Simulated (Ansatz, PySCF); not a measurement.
Caution: the highest occupied level lies above zero, so the state may not be bound. This triplet lies 0.15 eV below the relaxed singlet at the level frozen-core CCSD(T)/aug-cc-pVTZ // PBE-D3(BJ)/def2-SVPD (Ansatz, an electronic-structure program).

Cartesian coordinates (Å):
SMILES: C(#N)[BH-]
```xyz
4

B     -0.7631     0.0068     0.3366
C      0.6851     0.0060     0.0507
N      1.8796     0.0083    -0.1014
H     -1.8015    -0.0211    -0.2859
```
Charge -1, spin multiplicity 3.

Problem. Give the total energy and highest occupied spin orbital at the level PBE-D3(BJ)/def2-TZVPD // PBE-D3(BJ)/def2-SVPD (PySCF).

Solution. 
total energy: -3214.99 eV
highest occupied spin orbital: 1.49 eV
